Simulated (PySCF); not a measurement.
CH₄GeO₂.
SMILES with atom numbers: `[O:1]=[C:2]([OH:3])[GeH3:4]` (hydrogens: H5 on O3; H6, H7, H8 on Ge4)

Theory: PBE0-D3(BJ)/def2-SVP geometry optimisation, gas phase in PySCF 2.14.0.

Task: What internal coordinates does the optimisation give?

Result: 
| bond | length (Å) |
| --- | --- |
| O1=C2 | 1.200 |
| C2–O3 | 1.340 |
| C2–Ge4 | 1.993 |
| O3–H5 | 0.974 |
| Ge4–H6, Ge4–H7, Ge4–H8 | 1.535 |

Bonds in one row agree within 0.01 Å and their mean is given. A selection of angles:
| angle | degrees |
| --- | --- |
| O1–C2–O3 | 123.0 |
| O1–C2–Ge4 | 124.6 |
| O3–C2–Ge4 | 112.3 |
| C2–O3–H5 | 106.8 |
| C2–Ge4–H6 | 110.3 |
| C2–Ge4–H7 | 107.3 |
| H6–Ge4–H7 | 111.3 |
| H6–Ge4–H8 | 109.8 |

Dihedral angles: H5–O3–C2–O1 0° (synperiplanar). The mirror-image conformer, all signs reversed, is as good.

Ge4 (germanium bonded to C and 3 H) is tetrahedral (angles from 107.3° to 111.3°). The C–O distances run from 1.200 Å (O1=C2, drawn double) to 1.340 Å (C2–O3, drawn single), a spread of 0.140 Å. O3 (acid hydroxyl oxygen) is bent (angle 106.8°). The 4 heavy atoms lie in one plane (0.005 Å rms).

No PBE0-D3(BJ)/def2-SVP frequencies stand behind this structure, so it isn't proved a minimum. The numbers are those of one conformer (O1–C2–O3–H 0°).
